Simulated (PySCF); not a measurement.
Simulated absorption spectrum

C5H10O2.
SMILES: `COC(=O)C(C)C`

Computed, not measured: TDDFT CAM-B3LYP/def2-SVPD, vertical, gas phase, core orbitals frozen in the response in PySCF 2.14.0, density-fitted response routines. The structure is a single PBE0-D3(BJ)/def2-SVP conformer in the gas phase; no vibrational or solvent corrections. Torsions of this conformer, `[CH3:1][O:2][C:3](=[O:4])[CH:5]([CH3:6])[CH3:7]`: C1–O2–C3–O4 -1°, O2–C3–C5–C6 171°.

Broadening: Gaussians 0.4 eV wide at half height, area fixed by f = 4.319×10⁻⁹ ∫ε dν̃. The width is an assumption, not a result. The curve ends short of the highest state used, and states not computed would add to its high-energy end.

λ (nm), ε (L mol⁻¹ cm⁻¹) and a bar:
```
    145.4       2739 ###########
    147.9       4834 ####################
    150.4       7227 ##############################
    152.9       6615 ###########################
    155.4       3682 ###############
    158.0       1518 ######
    160.5        806 ###
    163.0        482 ##
    165.5        219 #
    168.0         68 
    170.5         15 
    173.0          2 
    175.5          0 
    178.0          0 
    180.5          0 
    183.0          0 
    185.5          0 
    188.0          0 
    190.5          0 
    193.0          1 
    195.5          4 
    198.0         11 
    200.5         26 
    203.1         48 
    205.6         70 
    208.1         85 
    210.6         86 
    213.1         73 
    215.6         53 
    218.1         34 
    220.6         19 
    223.1          9 
    225.6          4 
    228.1          2 
    230.6          1 
    233.1          0
```

(1) Where are the band maxima, and which computed states make them?

(2) On this curve, what absorbance would a 10⁻⁴ mol/L sample give at 222 nm over a 1 cm path?

(3) Coming from long wavelengths, where does ε first pass 100 L mol⁻¹ cm⁻¹?

Results:

(1) 210 nm (5.92 eV), ε about 87, made up of S1 (100%); 151 nm (8.20 eV), ε about 7400, made up of S3 (91%) (ε in L mol⁻¹ cm⁻¹; maxima over ε = 5, shares over 10%). The states used: S1 5.92 eV (f 0.0013); S2 7.74 eV (f 0.0091); S3 8.18 eV (f 0.101); S4 8.41 eV (f 0.021); S5 8.66 eV (f 0.0043); S6 8.77 eV (f 0.011); S7 8.89 eV (f 0.039); S8 8.94 eV (f 0.024); S9 9.09 eV (f 0.022); S10 9.13 eV (f 0.028).

(2) 222 nm is 5.585 eV, where ε is about 13 L mol⁻¹ cm⁻¹, so A = ε c l ≈ 0.0013 (Beer–Lambert, with the gas-phase spectrum and the assumed width).

(3) At about 167 nm (7.41 eV), 1.49 eV above S1.

All these states lie below the vertical ionisation energy of 10.29 eV (ΔSCF).
